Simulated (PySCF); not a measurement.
Computed IR spectrum (relative IR intensity) of a molecule C₂H₄O₃Si. Geometry: PBE-D3(BJ)/def2-SVP. The values are those of a single conformer. All values below come from PBE-D3(BJ)/def2-SVP (PySCF 2.14.0). Frequencies are harmonic and unscaled.

Lines under 2 % of the strongest are left out, and lines within 2 cm⁻¹ are merged.

ν (cm⁻¹): 75 (m), 156 (w), 262 (m), 340 (m), 381 (m), 595 (w), 697 (w), 787 (vs), 818 (vs), 961 (s), 2083 (w), 3388 (w), 3771 (s) (against the strongest line: vs over 80 %, s over 45 %, m over 15 %, w over 4 %, vw less)

Problem. Identify the compound among the candidates.
(A) C=C1O[SiH](O)O1
(B) O=C1OC([SiH3])O1
(C) C#C[Si](O)(O)O
(D) O=C1OCO[SiH2]1

Solution. C, C#C[Si](O)(O)O
